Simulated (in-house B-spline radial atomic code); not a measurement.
The numbers below are computed, except where a source is named.
How size changes two electrons in a parabolic Ge dot

For Ge the NSM archive of the Ioffe Institute lists m_l = 1.6 m0, m_t = 0.08 m0 and ε = 16.2; the model takes one isotropic valley with the conductivity mass 3/(1/m_l + 2/m_t) = 0.117 m0, and so misses anisotropy and the other valleys. All triplets below are those of one valley; with several valleys two electrons can form a triplet in the 1s orbital itself, at an energy set by the valley splitting.

Effective-mass model with parabolic bands, a uniform dielectric constant, no image charges, no central-cell or spin-orbit terms. Two-electron levels come from full CI in B-splines with partial waves to l = 5 (up to 0.001 effective hartree above the limit).

Ha* = 12.13 meV, a* = 7.327 nm.

```json
{"ħω (meV)": "59.4", "s-p spacing (meV)": "59.4", "J_ss (meV)": "21.4", "charging energy, CI (meV)": "20.5", "gap to the lowest triplet, CI (meV)": "53", "leading natural occupation": "1.994"}
{"ħω (meV)": "34.5", "s-p spacing (meV)": "34.5", "J_ss (meV)": "16.3", "charging energy, CI (meV)": "15.4", "gap to the lowest triplet, CI (meV)": "29.7", "leading natural occupation": "1.989"}
{"ħω (meV)": "19.9", "s-p spacing (meV)": "19.9", "J_ss (meV)": "12.4", "charging energy, CI (meV)": "11.6", "gap to the lowest triplet, CI (meV)": "16.4", "leading natural occupation": "1.982"}
{"ħω (meV)": "11.5", "s-p spacing (meV)": "11.5", "J_ss (meV)": "9.43", "charging energy, CI (meV)": "8.62", "gap to the lowest triplet, CI (meV)": "8.99", "leading natural occupation": "1.970"}
{"ħω (meV)": "6.67", "s-p spacing (meV)": "6.67", "J_ss (meV)": "7.18", "charging energy, CI (meV)": "6.39", "gap to the lowest triplet, CI (meV)": "4.86", "leading natural occupation": "1.952"}
{"ħω (meV)": "3.86", "s-p spacing (meV)": "3.86", "J_ss (meV)": "5.46", "charging energy, CI (meV)": "4.72", "gap to the lowest triplet, CI (meV)": "2.59", "leading natural occupation": "1.925"}
{"ħω (meV)": "2.23", "s-p spacing (meV)": "2.23", "J_ss (meV)": "4.15", "charging energy, CI (meV)": "3.46", "gap to the lowest triplet, CI (meV)": "1.35", "leading natural occupation": "1.885"}
{"ħω (meV)": "1.3", "s-p spacing (meV)": "1.3", "J_ss (meV)": "3.17", "charging energy, CI (meV)": "2.52", "gap to the lowest triplet, CI (meV)": "0.701", "leading natural occupation": "1.829"}
{"ħω (meV)": "0.747", "s-p spacing (meV)": "0.747", "J_ss (meV)": "2.4", "charging energy, CI (meV)": "1.82", "gap to the lowest triplet, CI (meV)": "0.353", "leading natural occupation": "1.754"}
{"ħω (meV)": "0.433", "s-p spacing (meV)": "0.433", "J_ss (meV)": "1.83", "charging energy, CI (meV)": "1.31", "gap to the lowest triplet, CI (meV)": "0.176", "leading natural occupation": "1.660"}
```

Problem. With what end-to-end powers of ħω do the columns change between the first and last rows?

Solution. Spacing +1.00, J_ss +0.50, charging energy +0.56, triplet gap +1.16. The spacing is ħω and J_ss goes as √ω, so repulsion wins in large dots and, with correlation, bends the charging energy and the triplet gap away from these laws.

Problem. Where does repulsion overtake the orbital spacing, and what happens to the ratio of triplet gap to spacing?

Solution. J_ss passes the spacing between ħω = 11.5 and 6.67 meV. The ratio goes from 0.89 to 0.41, while the leading occupation goes from 1.994 to 1.660.
